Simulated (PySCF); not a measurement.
One molecule, many functionals

Compound: CH8BrNSi2.
SMILES: `C[Si@@H](N)[SiH2]Br`

Linear-response calculations in the def2-SVPD basis (PySCF; singlets by full response, triplets Tamm–Dancoff, core orbitals frozen in the response; HF means time-dependent Hartree–Fock). 'Strongest' is the level of largest summed f among the singlets computed (10 roots, of which the last may lack a degenerate partner); it can jump between rows when another state enters that window. S1 is the lowest singlet of each run and needn't be the same state throughout; f(S1) is that of one state. Isolated species at its PBE0-D3(BJ)/def2-SVP geometry (one conformer only). Relativistic effects, spin–orbit coupling among them, are left out although an element past zinc is present.

```csv
functional,kind,S1 (eV),f(S1),strongest (eV),T1 (eV),HOMO (eV),gap (eV),"ionisation energy, ΔSCF (eV)"
LDA,LDA,4.41,0.001,5.17,4.24,-6.12,4.33,8.81
PBE,GGA,4.52,0.002,5.27,4.32,-6.02,4.45,9.25
B3LYP,"global hybrid, 20% exact exchange",5.28,0.011,6.60,4.89,-7.12,6.18,9.09
PBE0,"global hybrid, 25% exact exchange",5.38,0.012,6.81,4.90,-7.33,6.57,9.12
BHandHLYP,"global hybrid, 50% exact exchange",5.92,0.029,7.76,5.35,-8.50,8.59,9.39
wB97X-D,range-separated hybrid,5.74,0.022,7.62,5.22,-9.18,10.11,9.34
LC-wPBE,range-separated hybrid,6.05,0.028,8.10,5.33,-9.97,11.27,9.65
HF,Hartree–Fock,6.67,0.048,8.63,5.74,-10.22,12.27,not settled
```

Problem. What does CAM-B3LYP (range-separated hybrid) give?

Solution. S1 (eV) 5.71, f(S1) 0.024, strongest (eV) 7.51, T1 (eV) 5.18, HOMO (eV) -8.67, gap (eV) 8.88, ionisation energy, ΔSCF (eV) 9.39. S1 runs from 4.41 eV (LDA) to 6.67 eV (HF), a spread of 2.26 eV, while the orbital gap spreads over 7.9 eV. Along PBE (0%), B3LYP (20%), PBE0 (25%), BHandHLYP (50%), HF (100%) S1 rises with the share of exact exchange. −ε(HOMO) comes closest to its own ΔSCF ionisation energy with wB97X-D (-0.16 eV) and misses most with PBE (-3.23 eV). 'Not settled' means that the ion's SCF failed to converge or may have ended in another state than the lowest.

Without π bonds the low states are Rydberg-like; a valence basis with one diffuse set may place them up to an eV too high.
